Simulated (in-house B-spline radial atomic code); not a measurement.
**The platinum ion Pt⁵⁺: [Xe] 4f14 5d4 6f1 (an excited or competing configuration)**

Level of theory: Dirac-Hartree-Fock, average of configuration, Fermi nucleus of rms radius 5.427 fm; calculated with an all-electron radial atomic-structure program (B-spline basis).

Screening seen three ways: the hydrogenic charge with the same mean radius, Z_r = [3n² - l(l+1)]/(2<r>), the one with the same energy, Z_e = n√(-2ε), and Slater's rules. Values are occupation-weighted means over j. An effective charge above Z reflects the relativistic contraction of the inner shells.

```
shell  electrons   ε (eV)  <r> (bohr)    Z_r    Z_e  Slater
   1s          2   -78990     0.01715  87.46  76.20   77.70
   2s          2   -14087     0.07166  83.73  64.35   73.85
   2p          6   -12322     0.06473  77.24  60.19   73.85
   3s          2  -3437.1      0.1862  72.50  47.68   66.75
   3p          6  -2907.4      0.1869  66.88  43.85   66.75
   3d         10  -2281.7      0.1705  61.57  38.85   56.85
   4s          2  -837.53      0.4149  57.84  31.38   50.25
   4p          6  -658.95      0.4397  52.30  27.84   50.25
   4d         10  -426.29      0.4678  44.89  22.39   38.85
   5s          2  -197.72      0.9489  39.52  19.06   20.35
   4f         14  -171.46      0.5097  35.31  14.20   27.45
   5p          6   -145.5       1.067  34.21  16.35   20.35
   5d          4  -84.049       1.344  25.67  12.43    8.95
   6f          1  -20.941       4.817   9.97   7.44    6.00
```

The least bound orbital is 6f7/2 at -20.93 eV, and it is also the most diffuse (<r> = 4.822 bohr).

Spin-orbit splittings of the orbital energies (j = l + 1/2 above j = l - 1/2 when positive): 2p 1732 eV, 3p 386.1 eV, 3d 82.42 eV, 4p 93.04 eV, 4d 17.54 eV, 4f 3.628 eV, 5p 16.63 eV, 5d 1.95 eV, 6f 0.02825 eV.

For the 1s electron the small component carries 8.75 % of the norm, the zero-frequency Breit interaction raises the level by 290.1 eV, self-energy by 184.7 eV, and vacuum polarisation lowers it by 37.08 eV.
